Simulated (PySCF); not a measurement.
# Basis and Hamiltonian dependence of the excitation energy of Sc

Sc [Ar] 3d1 4s2 (2D) → Sc [Ar] 3d2 4s1 (4F). All values are computed (PySCF 2.14, energy differences of UHF-based or UKS calculations, no spin-orbit coupling). Values in eV.

| basis | Hamiltonian | functions | UHF | PBE | PBE0 | MP2 (valence) | CCSD(T) (valence) | CCSD(T) (valence and next inner shell) |
| --- | --- | --- | --- | --- | --- | --- | --- | --- |
| Sapporo-DKH3-DZP-2012 | spin-free X2C | 43 | 1.124 | 0.609 | 0.725 | 1.527 | n/a | n/a |
| ANO-RCC-VTZP | spin-free X2C | 59 | 1.113 | 0.621 | 0.734 | 1.523 | 1.738 | 1.599 |
| aug-cc-pVDZ-DK | spin-free X2C | 59 | 1.123 | 0.590 | 0.715 | 1.528 | 1.703 | n/a |
| x2c-TZVPPall | spin-free X2C | 64 | 1.118 | 0.580 | 0.712 | 1.556 | 1.708 | 1.687 |
| def2-TZVPPD | non-relativistic | 67 | 0.999 | n/a | n/a | 1.439 | 1.592 | 1.570 |
| aug-cc-pVTZ | non-relativistic | 93 | 0.990 | 0.478 | 0.595 | 1.431 | 1.582 | n/a |
| def2-QZVPPD | non-relativistic | 93 | 0.991 | 0.472 | 0.591 | 1.428 | 1.576 | 1.440 |
| aug-cc-pVTZ-DK | spin-free X2C | 93 | 1.110 | n/a | n/a | 1.550 | 1.699 | n/a |
| x2c-QZVPPall | spin-free X2C | 96 | 1.111 | 0.569 | 0.704 | 1.548 | 1.693 | 1.564 |
| dyall-av2z | non-relativistic | 101 | 1.028 | 0.498 | 0.618 | 1.457 | 1.628 | n/a |
| aug-cc-pVTZ with one added diffuse shell each of s, p, d, f, g type | non-relativistic | 118 | 0.990 | 0.478 | 0.595 | 1.431 | n/a | n/a |
| aug-cc-pwCVTZ | non-relativistic | 127 | 0.987 | 0.476 | 0.594 | 1.422 | n/a | n/a |
| aug-cc-pwCVTZ-DK | spin-free X2C | 127 | 1.107 | 0.576 | 0.710 | 1.542 | n/a | n/a |
| aug-cc-pVQZ-DK | spin-free X2C | 140 | 1.104 | 0.574 | 0.708 | 1.547 | n/a | n/a |

Frozen in the all-electron rows: valence: [Ar]; valence and next inner shell: [Ne].

Non-relativistic rows lack the scalar-relativistic shift.

Reference for a calculation without spin-orbit coupling: 1.427 eV (measured, between term centres; NIST).
